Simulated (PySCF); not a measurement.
## FTcN, quartet: data card

Method: PySCF, UPBE0, basis Tc def2-TZVP with ECP28, N def2-TZVP, F def2-TZVP (scalar-relativistic core potentials, no spin–orbit coupling, density fitting).

The structure is a minimum.

* Point group: Cs
* Bond lengths: Tc–F 1.887 Å, Tc–N 1.607 Å
* Bond angles: F–Tc–N 129.0°
* Lowest empty level (β): -3.57 eV
* Atomisation energy without zero-point energy: 954 kJ/mol
* Dipole moment: 1.75 D
* Rotational constants: 1.292, 0.1986, 0.1721 cm⁻¹
* Entropy at 298.15 K and 1 bar (electronic part: spin only): 288.2 J/(mol K)
* Zero-point energy: 11.9 kJ/mol
* Principal polarisabilities: 38.4, 40.5, 51.9 bohr³
* Principal quadrupole moments (Buckingham, traceless) about the centre of mass: -8.23, 2.14, 6.09 D Å
* Highest occupied level (α): -6.45 eV
* Rotational symmetry number: 1
* Spin squared ⟨S²⟩: 3.810
* Enthalpy at 298.15 K above 0 K: 11.75 kJ/mol
* Heat capacity Cp at 298.15 K: 45.9 J/(mol K)

Harmonic modes (masses in u: Tc 98.907, N 14.003, F 18.998):
```csv
symmetry,ω (cm⁻¹),IR (km/mol),type
a',216,5.6,bend
a',638,122,stretch
a',1136,110,stretch
```

Charges (e):
| atom | Mulliken | Löwdin | polar tensor | spin (Mulliken) | Mayer order to Tc1 |
| --- | --- | --- | --- | --- | --- |
| Tc1 | 0.99 | 0.60 | 1.13 | 3.16 | – |
| N2 | -0.45 | -0.26 | -0.50 | -0.22 | 2.77 |
| F3 | -0.54 | -0.35 | -0.63 | 0.05 | 0.70 |

Mulliken populations on Tc1 (electrons outside its core potential): s 2.62, p 6.21, d 5.15, f 0.03.

Outer orbital energies (eV). α occupied: -12.37, -12.32, -10.97, -10.81, -10.18, -9.01, -8.82, -6.45; empty: -2.89, -1.70, -0.30, 0.11. β occupied: -21.40, -12.89, -11.82, -11.73, -10.48, -10.26, -9.49; empty: -3.57, -3.44, -2.70, -2.04.

Formally Tc is in oxidation state +4, d3, with 3 unpaired electrons (the high-spin count). The Mulliken spin on Tc is 3.16. The polar-tensor charge on Tc, 1.13, is far below the formal one.

Only a few start shapes were tried, so a lower isomer may exist. With open d or f shells other occupations or spin states may lie lower.

The final relaxation and frequency run took of the order of 110 core-seconds on a shared host.
